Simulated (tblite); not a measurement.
C7H10NOP.
SMILES with atom numbers: `[CH3:1][C:2]1=[CH:3][CH2:4][P@:5](=[O:6])([CH2:7][C:8]#[N:9])[CH2:10]1` (hydrogens: H11, H12, H13 on C1; H14 on C3; H15, H16 on C4; H17, H18 on C7; H19, H20 on C10)

Computed with GFN2-xTB (tblite), gas phase: L-BFGS steps from a force-field or distance-geometry start until the largest atomic force falls under 0.01 eV/Å.

Step 55: E = -805.4298 eV
```
atom  x, y, z in Å  |  force x, y, z in eV/Å
C1     -2.3099    1.1353   -0.5455    0.011   0.017  -0.002
C2     -1.2365    0.2099   -0.0794   -0.005   0.016  -0.002
C3     -0.9307   -0.0359    1.1882    0.015  -0.009  -0.011
C4      0.1899   -0.9855    1.4798    0.031  -0.003   0.004
P5      0.9584   -1.2564   -0.1704    0.030  -0.011  -0.009
O6      1.3745   -2.6170   -0.5244    0.011  -0.013  -0.016
C7      2.3729   -0.0534   -0.2630   -0.002   0.019   0.011
C8      1.9407    1.2756    0.0380    0.009   0.057   0.013
N9      1.5749    2.3332    0.2774    0.028  -0.088  -0.027
C10    -0.4082   -0.4836   -1.1293   -0.007   0.015   0.018
H11    -2.9730    0.6292   -1.2475    0.013   0.013   0.038
H12    -1.8639    1.9860   -1.0612    0.000  -0.006  -0.008
H13    -2.8908    1.5089    0.2932   -0.013  -0.020  -0.007
H14    -1.4483    0.4233    2.0166   -0.022  -0.029  -0.037
H15    -0.1628   -1.9434    1.8736   -0.045  -0.001  -0.037
H16     0.8992   -0.5750    2.2018   -0.001   0.028   0.029
H17     3.1315   -0.3920    0.4502   -0.006   0.026  -0.012
H18     2.7895   -0.1094   -1.2741   -0.021   0.002   0.021
H19    -0.0478    0.2290   -1.8759   -0.002  -0.038  -0.014
H20    -0.9647   -1.2681   -1.6512   -0.023   0.024   0.046
```

Step 56: E = -805.4305 eV
```
atom  x, y, z in Å  |  force x, y, z in eV/Å
C1     -2.3012    1.1410   -0.5452    0.015   0.013   0.007
C2     -1.2348    0.2086   -0.0784    0.018   0.006  -0.008
C3     -0.9275   -0.0358    1.1891    0.025  -0.021  -0.013
C4      0.1897   -0.9908    1.4785    0.021  -0.001   0.017
P5      0.9617   -1.2586   -0.1711   -0.031  -0.013   0.003
O6      1.3819   -2.6180   -0.5247    0.022  -0.002  -0.018
C7      2.3687   -0.0476   -0.2621   -0.017  -0.014   0.006
C8      1.9254    1.2775    0.0354    0.027   0.055   0.008
N9      1.5538    2.3334    0.2714    0.009  -0.045  -0.016
C10    -0.4108   -0.4910   -1.1280    0.006   0.005   0.010
H11    -2.9644    0.6421   -1.2515    0.005   0.005   0.029
H12    -1.8470    1.9901   -1.0550    0.001   0.012  -0.019
H13    -2.8821    1.5146    0.2930   -0.023  -0.012   0.000
H14    -1.4406    0.4283    2.0181   -0.016  -0.037  -0.045
H15    -0.1674   -1.9497    1.8670   -0.042   0.008  -0.041
H16     0.8975   -0.5860    2.2052    0.002   0.025   0.025
H17     3.1281   -0.3799    0.4514    0.012   0.019   0.018
H18     2.7876   -0.1039   -1.2710   -0.012   0.008  -0.015
H19    -0.0544    0.2158   -1.8824   -0.005  -0.037  -0.003
H20    -0.9693   -1.2792   -1.6427   -0.019   0.027   0.054
```

Step 57: E = -805.4312 eV
```
atom  x, y, z in Å  |  force x, y, z in eV/Å
C1     -2.2894    1.1487   -0.5445    0.019   0.007   0.008
C2     -1.2315    0.2072   -0.0774    0.036   0.005  -0.018
C3     -0.9222   -0.0359    1.1898    0.028  -0.024  -0.007
C4      0.1901   -0.9978    1.4774    0.007   0.003   0.026
P5      0.9647   -1.2623   -0.1719   -0.064  -0.017   0.013
O6      1.3920   -2.6197   -0.5255    0.023   0.018  -0.017
C7      2.3625   -0.0409   -0.2610   -0.024  -0.033   0.003
C8      1.9057    1.2799    0.0319    0.034   0.047   0.004
N9      1.5231    2.3325    0.2638    0.001  -0.012  -0.009
C10    -0.4139   -0.5006   -1.1264    0.017  -0.006  -0.001
H11    -2.9531    0.6591   -1.2563    0.002  -0.003   0.021
H12    -1.8255    1.9967   -1.0473   -0.002   0.019  -0.019
H13    -2.8715    1.5214    0.2927   -0.026  -0.002   0.009
H14    -1.4299    0.4345    2.0188   -0.009  -0.046  -0.050
H15    -0.1737   -1.9572    1.8591   -0.033   0.016  -0.040
H16     0.8969   -0.5996    2.2090    0.000   0.015   0.017
H17     3.1231   -0.3645    0.4542    0.021   0.012   0.037
H18     2.7849   -0.0967   -1.2677   -0.006   0.013  -0.042
H19    -0.0618    0.1986   -1.8901   -0.005  -0.032   0.004
H20    -0.9756   -1.2926   -1.6318   -0.019   0.022   0.058
```

Step 58: E = -805.4324 eV
```
atom  x, y, z in Å  |  force x, y, z in eV/Å
C1     -2.2709    1.1604   -0.5434    0.017   0.001   0.013
C2     -1.2268    0.2042   -0.0758    0.056   0.009  -0.025
C3     -0.9146   -0.0375    1.1909    0.026  -0.021  -0.009
C4      0.1901   -1.0092    1.4761   -0.014   0.004   0.032
P5      0.9685   -1.2675   -0.1726   -0.083  -0.012   0.026
O6      1.4084   -2.6208   -0.5269    0.023   0.038  -0.016
C7      2.3523   -0.0300   -0.2592   -0.020  -0.053  -0.005
C8      1.8785    1.2859    0.0265    0.042   0.013  -0.007
N9      1.4820    2.3343    0.2514   -0.016   0.048   0.005
C10    -0.4191   -0.5160   -1.1236    0.029  -0.019  -0.016
H11    -2.9360    0.6855   -1.2630    0.000  -0.016   0.005
H12    -1.7917    2.0056   -1.0361   -0.009   0.027  -0.015
H13    -2.8554    1.5324    0.2921   -0.022   0.013   0.018
H14    -1.4143    0.4424    2.0192   -0.006  -0.051  -0.043
H15    -0.1848   -1.9696    1.8451   -0.017   0.023  -0.029
H16     0.8944   -0.6210    2.2159   -0.004  -0.005   0.006
H17     3.1155   -0.3400    0.4587    0.023   0.001   0.054
H18     2.7796   -0.0849   -1.2632   -0.003   0.016  -0.064
H19    -0.0749    0.1706   -1.9019    0.000  -0.020   0.012
H20    -0.9859   -1.3140   -1.6132   -0.023   0.006   0.058
```

Q: Estimate the geometry and energy of step 59. (The exact step hangs on the optimiser's Hessian estimate; all steps are aligned on step 58, rigid shifts and turns removed.)

A: E = -805.4338 eV, largest force 0.077 eV/Å
```
atom  x, y, z in Å  |  force x, y, z in eV/Å
C1     -2.2461    1.1754   -0.5418    0.013  -0.003   0.005
C2     -1.2204    0.1993   -0.0739    0.061   0.026  -0.039
C3     -0.9051   -0.0409    1.1922    0.017  -0.007  -0.008
C4      0.1890   -1.0251    1.4750   -0.032   0.003   0.031
P5      0.9719   -1.2740   -0.1729   -0.061  -0.006   0.031
O6      1.4313   -2.6208   -0.5289    0.015   0.064  -0.010
C7      2.3375   -0.0150   -0.2566   -0.008  -0.050  -0.008
C8      1.8453    1.2965    0.0192    0.037  -0.021  -0.018
N9      1.4341    2.3412    0.2342   -0.018   0.073   0.010
C10    -0.4265   -0.5376   -1.1199    0.030  -0.024  -0.031
H11    -2.9135    0.7201   -1.2719    0.013  -0.025  -0.002
H12    -1.7457    2.0165   -1.0218   -0.030   0.020   0.000
H13    -2.8339    1.5477    0.2912   -0.005   0.026   0.021
H14    -1.3941    0.4511    2.0195   -0.006  -0.054  -0.031
H15    -0.2003   -1.9870    1.8258    0.002   0.027  -0.008
H16     0.8902   -0.6506    2.2252   -0.011  -0.032  -0.006
H17     3.1044   -0.3070    0.4655    0.006  -0.009   0.052
H18     2.7707   -0.0685   -1.2583   -0.008   0.015  -0.065
H19    -0.0934    0.1326   -1.9170    0.006  -0.010   0.019
H20    -1.0005   -1.3433   -1.5875   -0.023  -0.012   0.056
```

The energy changes by -0.0014 eV. The first-order estimate −F·Δx gives -0.0019 eV and the mean of the old and new forces, exact on a quadratic surface, -0.0014 eV. The step makes an angle of 86° with the force vector and moves no atom by more than 0.051 Å.

Run on Arm Neoverse V1, one thread, no GPU, shared host.
